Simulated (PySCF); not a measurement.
Computed IR spectrum (relative IR intensity) of a molecule C₃H₄BNO₂. Coordinates come from a PBE0-D3(BJ)/def2-SVP optimisation. The values are those of a single conformer. These are PySCF with PBE0-D3(BJ)/def2-SVP values and carry that method's errors. Harmonic, unscaled wavenumbers; measured fundamentals usually lie a few per cent lower.

ν (cm⁻¹): 315 (vw), 508 (vw), 594 (m), 661 (w), 956 (m), 959 (w), 1112 (m), 1155 (w), 1262 (s), 1322 (w), 1355 (w), 1518 (vs), 1675 (vw), 1911 (s), 3117 (w), 3891 (m) (against the strongest line: vs over 80 %, s over 45 %, m over 15 %, w over 4 %, vw less)

Question: Identify the compound among the candidates.
(A) CB1C=NC(=O)O1
(B) O=C1CB(O)C=N1
(C) CB(C=O)N=C=O
(D) CB1N=CC(=O)O1

Answer: B, O=C1CB(O)C=N1
